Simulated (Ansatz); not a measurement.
Stepwise reaction of `F[Si](F)(I)I` with hydrogen fluoride, as a gas-phase model of exchange steps in deposition or etching. ΔE in kJ/mol; ΔG adds harmonic PBE0-D4 terms to CCSD(T)/CBS, at 1 bar.

Isolated molecules relaxed with PBE0-D4/def2-TZVP in Ansatz; ΔE leaves out vibrations. CBS: MP2 limit from def2 TZ/QZ plus the TZ coupled-cluster correction, frozen cores. This one scheme is used for every species. DFT in def2-TZVPP. B3LYP here is the variant with VWN-RPA as its local correlation; programs differ in this. Elements past krypton have def2 core potentials. For I outer-core shells are correlated without core-valence functions, which leaves a few kJ/mol of doubt a bond.

```csv
step,reaction,PBE-D4,B3LYP-D4,ωB97M-V,CCSD(T)/CBS,ΔG(500 K)
1,`F[Si](F)(I)I` + H–F → `F[Si](F)(F)I` + HI,-55.5,-70.5,-73.3,-65.5,-70.5
2,`F[Si](F)(F)I` + H–F → `F[Si](F)(F)F` + HI,-60.9,-76.9,-77.4,-74.4,-74.9
```

(1) By hand: ΔE of the 2 steps together at CCSD(T)/CBS.

Results:

(1) (-65.5) + (-74.4) = -139.9 kJ/mol, or -70.0 kJ/mol a step.

In ΔE each step is lower than the one before. All are downhill at CCSD(T)/CBS. ΔG lies between -74.9 and -70.5 kJ/mol a step. PBE-D4 differs from CCSD(T)/CBS by 10.0 to 13.5 kJ/mol a step. Isolated molecules leave out the surface, adducts and barriers. Largest T1 diagnostic: 0.011.
